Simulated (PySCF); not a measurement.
CH₅AlClN.

```xyz
9

Al    -0.0702    -0.3936     0.0000
Cl     0.2199     1.7081     0.0000
C      1.4539    -1.6008     0.0000
H      2.0891    -1.4283     0.8852
H      1.1519    -2.6608     0.0000
H      2.0891    -1.4283    -0.8852
N     -1.7524    -0.9381     0.0000
H     -2.0530    -1.9082     0.0000
H     -2.5606    -0.3228     0.0000
```

The structure is a stationary point at B3LYP-D3(BJ)/def2-SVP. Other conformers were not sampled.

Computed with KT2/pcSseg-1 (PySCF). Non-relativistic, no solvent.

Computed absolute GIAO shielding of each atom: isotropic value and principal components (ppm):
```tsv
atom	σ(iso)	σ11	σ22	σ33	span
Al1	379.9	345.6	350.7	443.4	97.8
Cl2	943.7	830.4	927.3	1073.4	243.0
C3	196.6	192.9	193.0	204.0	11.1
H4	31.3	26.9	28.6	38.5	11.6
H5	31.7	26.8	28.9	39.3	12.5
H6	31.3	26.9	28.6	38.5	11.6
N7	219.2	181.7	216.6	259.4	77.7
H8	29.9	24.0	26.1	39.5	15.5
H9	29.8	23.5	26.1	39.9	16.4
```
